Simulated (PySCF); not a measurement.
# Löwdin shares of the frontier orbitals

C5H10N3 (charge +1).
Structure used (PBE0-D3(BJ)/def2-SVP), in Å, numbered top down from 1:
```xyz
18
C5H10N3 angstrom
C     -1.850   -1.535   -0.036
C     -0.626   -0.687   -0.031
N      0.589   -1.197   -0.167
N      1.445   -0.181   -0.131
C      2.867   -0.445   -0.215
C      0.846    1.011    0.034
C     -0.506    0.713    0.105
N     -1.607    1.648    0.261
H     -2.491   -1.333   -0.909
H     -2.451   -1.405    0.880
H     -1.551   -2.590   -0.083
H      3.397    0.489   -0.432
H      3.042   -1.167   -1.022
H      3.229   -0.867    0.733
H      1.400    1.946    0.089
H     -1.815    2.179   -0.598
H     -1.443    2.332    1.013
H     -2.465    1.137    0.509
```

Computed with TDDFT CAM-B3LYP/def2-SVPD, vertical, gas phase, core orbitals frozen in the response (PySCF).

Frontier orbitals with the atoms that hold most of them (Löwdin shares over 4%, at most four atoms; ? is withheld):

```
orbital  ε (eV)                              atoms
 HOMO-3  -16.10      C1 39%, H11 21%, C2 7%, H9 7%
 HOMO-2  -13.84             N3 66%, C2 11%, N4 10%
 HOMO-1  -13.10     C7 29%, N3 23%, C6 18%, N4 11%
   HOMO  -12.66                                  ?
   LUMO   -4.08                                  ?
 LUMO+1   -3.17     C6 22%, N4 15%, C7 13%, N8 11%
 LUMO+2   -2.32  H18 29%, N8 17%, H17 11%, H16 10%
```

Problem. Which atoms hold the LUMO, and with what shares?

Solution. N8 (bonded to C and 3 H) 21%; H16 (bonded to N) 18%; H17 (bonded to N) 18%; H18 (bonded to N) 15%. By element: hydrogen 52% or more, nitrogen 21% or more.

Problem. Give the leading atoms of the HOMO.

Solution. N4 (bonded to 2 C and N) 23%; C2 (bonded to 2 C and N) 22%; N3 (bonded to C and N) 13%; C6 (bonded to C, N and H) 11%. By element: nitrogen 36% or more, carbon 34% or more.

Problem. How does S1 compare with the orbital gap of 8.57 eV?

Solution. S1 is at 5.94 eV (f = 0.0002), 2.63 eV below the gap, made of HOMO→LUMO (70%), HOMO-1→LUMO (27%). 

Problem. Give energy, strength and leading configuration of S1, S3 and S6, and follow the Löwdin shares of the leading atoms from the occupied to the empty orbital.

Solution. 
- S1 (5.94 eV, f 0.0002), HOMO→LUMO (70%): N4 23% → at most 16%, C2 22% → at most 16%, N8 at most 12% → 21%, H16 at most 12% → 18%
- S3 (6.43 eV, f 0.103), HOMO→LUMO+1 (85%): N4 23% → 15%, C2 22% → at most 11%, C6 11% → 22%
- S6 (7.48 eV, f 0.0039), HOMO-2→LUMO (92%): N3 66% → at most 16%, C2 11% → at most 16%, N8 at most 4% → 21%, H16 at most 4% → 18%

Orbitals of the list HOMO-3 to LUMO+2 that lie within 0.01 eV of each other are written together with a slash and their weights summed (≥ marks a lower bound); for degenerate orbitals outside that list single weights are arbitrary.

Löwdin shares depend on the basis, the more so with diffuse functions.
